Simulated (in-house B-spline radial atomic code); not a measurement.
Radial electron density of the phosphorus ion P⁷⁺, [He] 2s2 (2p1/2)2 (2p3/2)2. Level of theory: Dirac-Hartree-Fock, average of the jj configuration, Fermi nucleus of rms radius 3.1889 fm; calculated with an all-electron radial atomic-structure program (B-spline basis).

Columns: r (bohr), 4πr²n(r) (electrons per bohr), bar.

```
 0.00387   0.3822 #
 0.00451   0.5083 #
 0.00525   0.6725 ##
 0.00611   0.8861 ##
 0.00711    1.162 ###
 0.00828    1.519 ####
 0.00965    1.977 #####
  0.0112    2.538 #######
  0.0131    3.274 ########
  0.0152    4.132 ###########
  0.0177     5.19 #############
  0.0206    6.435 #################
   0.024    7.878 ####################
   0.028      9.5 ########################
  0.0326    11.21 #############################
   0.038    12.95 #################################
  0.0442    14.56 ######################################
  0.0515    15.91 #########################################
  0.0599    16.79 ###########################################
  0.0698    17.08 ############################################
  0.0812    16.65 ###########################################
  0.0946    15.52 ########################################
    0.11     13.9 ####################################
   0.128    12.07 ###############################
   0.149    10.47 ###########################
   0.174    9.504 ########################
   0.203    9.461 ########################
   0.236    10.25 ##########################
   0.275    11.51 ##############################
    0.32    12.59 ################################
   0.372     12.9 #################################
   0.433    12.06 ###############################
   0.505    10.08 ##########################
   0.588    7.435 ###################
   0.684    4.769 ############
   0.797    2.585 #######
   0.928    1.166 ###
    1.08   0.4258 #
    1.26   0.1189 
    1.46  0.02671 
    1.71  0.00381
```

On this grid the curve has 2 maxima, near 0.0698, 0.372 bohr.

The 2p1/2 radial function P(r) = rR(r), positive near the nucleus, with its small component Q(r) (sign convention: Q ≈ (P' + κP/r)/2c):

```
r (bohr)         P           Q
 0.00332  0.001513    0.004187
 0.00451  0.002651     0.00561
 0.00611  0.004652    0.007466
 0.00828  0.008195    0.009883
  0.0112   0.01439     0.01296
  0.0152   0.02534     0.01688
  0.0206    0.0442     0.02165
   0.028   0.07664     0.02731
   0.038    0.1303     0.03355
  0.0515    0.2162     0.03983
  0.0698    0.3475     0.04522
  0.0946    0.5361     0.04835
   0.128     0.782     0.04767
   0.174     1.068     0.04192
   0.236     1.325     0.03129
    0.32     1.458     0.01797
   0.433     1.376    0.005887
   0.588      1.06   -0.001633
   0.797    0.6272   -0.003587
    1.08    0.2606    -0.00229
    1.46   0.06782  -0.0007495
```
